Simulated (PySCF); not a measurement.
# He (helium, neutral) across methods

1s1 2s1, 2s spin antiparallel (an excited configuration). Calculation: PySCF 2.14, in dyall-av3z (10s3p2d, 29 functions); scalar relativity by spin-free X2C-1e.

| method | E (hartree) | mean ε 1s α (eV) | mean ε 2s β (eV) | Σ⟨r²⟩ (bohr²) | ⟨S²⟩ |
| --- | --- | --- | --- | --- | --- |
| PBE | -2.8930 | -15.763 | -15.763 | 2.509 | 0.000 |
| PBE0 | -2.8953 | -18.220 | -18.220 | 2.459 | 0.000 |
| r2SCANh | -2.9045 | -17.429 | -17.429 | 2.429 | 0.000 |
| LDA | -2.8349 | -15.522 | -15.522 | 2.573 | 0.000 |
| wB97X-V | -2.9036 | -20.969 | -20.969 | 2.476 | 0.000 |
| M06-2X | -2.9052 | -20.598 | -20.598 | 2.441 | 0.000 |
| UHF | -2.86176 | -24.979 | -24.979 | 2.370 | 0.000 |
| revPBE | -2.9081 | -15.794 | -15.794 | 2.497 | 0.000 |
| r2SCAN | -2.9050 | -16.537 | -16.537 | 2.439 | 0.000 |

The outer electron is Rydberg-like, and this basis confines it to a smaller radius and binds it less than a complete one would. With the s spin flipped the determinant is a mixture of two multiplicities, not a spectroscopic state.
